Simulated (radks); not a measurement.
Values are calculated unless marked as measured or tabulated.
Question: Radial electron density D(r) = 4 pi r^2 rho(r) of an atom or ion with 36 electrons. Code: a radial shooting solver on a logarithmic mesh with Libxc functionals. Model: non-relativistic Kohn-Sham, LDA (Slater exchange, Perdew-Wang correlation), spin-polarised, spherical densities, point nucleus.

r (bohr)  D(r) (e/bohr)
0.004557          8.046
0.005934          12.22
0.007665          17.77
0.009901          24.82
0.01289           33.21
0.01665           41.25
0.02151           47.30
0.02779           49.41
0.03618           46.97
0.04674           42.88
0.06038           42.47
0.07862           49.42
0.1016            58.68
0.1312            59.70
0.1695            48.87
0.2207            37.99
0.285             40.06
0.3682            45.42
0.4794            37.19
0.6193            20.45
0.8               10.63
1.033             9.061
1.346             7.255
1.738             3.491
2.245            0.8908
2.924           0.09882
3.777          0.004567

What is the nuclear charge?

Answer: Z = 40. The innermost maximum, from 1s, lies near 1/Z = 0.025 bohr (found: 0.0273), and its height grows with Z. The density is that of the zirconium ion Zr4+ in [Kr]; the configuration itself is not fixed sharply by these data, and Z only to a few units. D(r) has 3 maxima, at r = 0.0273, 0.118, 0.371 bohr, and minima at 0.0544, 0.239 bohr, inside which lie 2.06, 11.13 electrons.
